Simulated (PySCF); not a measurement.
Peak assignment

Geometry:
```
atom   x (Å)   y (Å)   z (Å)
  C1   2.613   0.472   0.914
  C2   1.390   0.141   0.533
  C3   0.543  -1.096   0.701
  C4  -0.589  -0.384  -0.087
  C5  -1.848  -0.116   0.728
  C6  -0.932  -1.038  -1.419
  C7   0.331   0.821  -0.211
  C8   0.208   2.012  -0.773
  H9   3.236  -0.207   1.472
 H10   3.034   1.435   0.679
 H11   0.945  -1.986   0.218
 H12   0.297  -1.338   1.735
 H13  -2.525   0.531   0.175
 H14  -1.598   0.373   1.667
 H15  -2.363  -1.050   0.946
 H16  -1.425  -1.995  -1.255
 H17  -1.600  -0.399  -1.993
 H18  -0.032  -1.206  -2.006
 H19  -0.693   2.307  -1.285
 H20   1.005   2.735  -0.742
```

- shielding tensors at PBE0/pcSseg-1 (GIAO)
- GFN2-xTB structure
- program: PySCF
- averaged over atoms made equivalent by symmetry, fast rotation or ring inversion, relativity neglected, gas phase, one conformer

Scale: $^{13}$C, $^{1}$H vs TMS (reference shieldings calculated alike).

**Question.** Assign these signals to the numbered atoms. $^{13}$C{$^{1}$H} NMR (computed): δ 165.8, 151.9, 113.3, 107.9, 44.0, 40.8, 29.5.

**Answer.** 
165.8 → C7, fully substituted alkene carbon
151.9 → C2, fully substituted alkene carbon: the olefinic region
113.3 → C1, terminal =CH2 carbon: the olefinic region
107.9 → C8, terminal =CH2 carbon
44.0 → C3, allylic sp3 CH2: saturated and bonded to C and H only
40.8 → C4, allylic quaternary sp3 carbon: saturated and bonded to C and H only
29.5 → C5/C6, methyl carbon: aliphatic region, no heteroatom directly attached

**Question.** Assign these signals to the numbered atoms. $^{1}$H NMR (300 MHz, computed): δ 5.80 (br s, 1H), 5.60 (br s, 1H), 5.25 (br s, 1H), 5.12 (br s, 1H), 2.46 (s, 2H), 1.19 (s, 6H).

**Answer.** 
| δ (ppm) | atoms | environment | reason |
| --- | --- | --- | --- |
| 5.80 | H10 | hydrogen on a terminal =CH2 carbon | attached to an sp2 carbon and in the plane of the double bond |
| 5.60 | H20 | hydrogen on a terminal =CH2 carbon | – |
| 5.25 | H9 | hydrogen on a terminal =CH2 carbon | – |
| 5.12 | H19 | hydrogen on a terminal =CH2 carbon | – |
| 2.46 | H11/H12 | hydrogen on an allylic sp3 CH2 | allylic position |
| 1.19 | H13/H14/H15/H16/H17/H18 | hydrogen on a methyl carbon | – |

Shifts are as computed. Against solution values, carbons near 30 ppm lie about +3 ppm off and those near 130 ppm about +5 ppm. Of 1211 compounds with measured shifts, 218 miss one by over three times the rms of a fit or turn the order of signals round; such compounds aren't used in these exercises. No couplings were computed; multiplicities are counted from neighbouring protons, with m where these are inequivalent, close in shift, in a saturated or five-membered ring or joined by F or P, and br s for small geminal =CH2 splittings.
